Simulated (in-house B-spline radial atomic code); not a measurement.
Mg⁺. Computed with a B-spline radial atomic code. Model: all-electron spherical atom, spin shells full or empty, radial basis limit, no spin-orbit coupling, Breit or QED, empty-state partial waves extrapolated as (l+1/2)^-4, RPA, G0W0 and static COHSEX of the highest shell as one setting changes (uncorrelated shells keep exact exchange).

In a row where one electron alone is correlated, RPA and GW hold only self-correlation.

Given: element Mg; charge 1; filled core Ne; hamiltonian non-relativistic; mean-field start PBE0; highest l of empty states 9; highest mean-field shell 3s up.

Shell: 3s 1 0 (electrons up and down).

```
lowest nl shells left uncorrelated  RPA correlation energy (hartree)  G0W0 level (eV)  G0W0 minus most complete (meV)  COHSEX level (eV)
                                 0                          -0.61686          -15.559                               0            -16.703
                                 1                                 ?                ?                               ?                  ?
                                 2                                 ?                ?                               ?                  ?
                                 3                         -0.018729          -15.344                           214.6            -16.387
```

Question: What follows for lowest nl shells left uncorrelated = 2?

Answer: RPA correlation energy -0.35027 hartree; G0W0 level -15.59 eV; G0W0 minus most complete -31.4 meV; COHSEX level -16.751 eV.

Question: What follows for lowest nl shells left uncorrelated = 1?

Answer: RPA correlation energy -0.49668 hartree; G0W0 level -15.557 eV; G0W0 minus most complete 2 meV; COHSEX level -16.698 eV.
